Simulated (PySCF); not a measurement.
**[Pr(NH3)3]3+ at several levels of theory**

Computed with PySCF 2.14.0 (density fitting, no spin-orbit coupling) at the geometry relaxed with PBE0:

```xyz
13
[Pr(NH3)3]3+ (singlet in the valence; each metal's 4f electrons, 2 of them, lie in its core potential, out of spins and levels)
Pr    0.0000    0.0000   -0.7490
N     2.3958   -0.0013    0.0038
H     2.6360   -0.6543    0.7711
H     3.0823   -0.2534   -0.7309
H     2.7597    0.9039    0.3519
N    -1.1968    2.0755    0.0038
H    -0.7513    2.6100    0.7711
H    -1.3217    2.7961   -0.7309
H    -2.1626    1.9380    0.3519
N    -1.1990   -2.0742    0.0038
H    -1.8847   -1.9557    0.7711
H    -1.7606   -2.5426   -0.7309
H    -0.5971   -2.8419    0.3519
```

```json
{"level": "PBE0", "basis": "Pr lcecp-1-SVP with ECP48, N def2-SVP, H def2-SVP", "state": "singlet", "HOMO (eV)": "-24.09", "gap (eV)": "7.94", "charge on Pr1 (e)": "1.90", "population of f-type functions on Pr1 (polarisation alone where 4f lies in the core)": "0.04", "dipole about the centre of mass (D)": "2.14", "largest force component (eV/Å)": "0.01"}
{"level": "HF", "basis": "the same", "state": "singlet", "HOMO (eV)": "-27.80", "gap (eV)": "14.86", "charge on Pr1 (e)": "2.19", "population of f-type functions on Pr1 (polarisation alone where 4f lies in the core)": "0.04", "dipole about the centre of mass (D)": "1.67", "largest force component (eV/Å)": "1.08"}
{"level": "B3LYP", "basis": "the same", "state": "singlet", "HOMO (eV)": "-23.79", "gap (eV)": "7.30", "charge on Pr1 (e)": "1.86", "population of f-type functions on Pr1 (polarisation alone where 4f lies in the core)": "0.04", "dipole about the centre of mass (D)": "2.14", "largest force component (eV/Å)": "0.15"}
```

In the lcecp rows the 4f levels are missing from HOMO and gap, and the state counts the valence alone.

Charges are Mulliken's, which hang on the basis. The relaxation used the grid (50, 194), these runs (75, 302) or, all-electron (x2c bases, spin-free X2C Hamiltonian), (99, 590).

Question: What does PBE0 with Pr lcecp-1-TZVP with ECP48, N def2-TZVP, H def2-TZVP give here?

Answer: state singlet, HOMO (eV) -24.00, gap (eV) 7.96, charge on Pr1 (e) 2.13, population of f-type functions on Pr1 (polarisation alone where 4f lies in the core) 0.05, dipole about the centre of mass (D) 2.16, largest force component (eV/Å) 0.37. Time: 26 s on 2 threads of Arm Neoverse V2, with other jobs on the host, from free ions and atoms.

In the first row's basis the gap widens with exact exchange: 7.3 to 7.9 eV for B3LYP, PBE0 (a fixed share); 14.9 eV for Hartree–Fock (rising or full at long range).

A frequency check found unstable modes (3, the lowest at -28 cm⁻¹), so the relaxed geometry is a saddle point, or these are noise. An lcecp potential fixes the number of 4f electrons, so in runs with it no electron can move into or out of that shell.
